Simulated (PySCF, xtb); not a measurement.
GaCl₂I, SMILES [Cl][Ga]([Cl])[I].

GFN2-xTB run with xtb at its own geometry gives an orbital gap of 3.87 eV and a dipole moment of 4.82 D.

The structure is a stationary point at B3LYP-D3(BJ)/def2-SVP. The def2 effective core potentials stand for the cores of I; spin–orbit coupling is left out.

**Question.** What does M06-2X/def2-TZVP (PySCF) give? (The exact figures need the calculation; the answer reports its results.)

**Answer.** gap 7.96 eV (levels -9.46 and -1.51 eV), dipole 0.97 D.
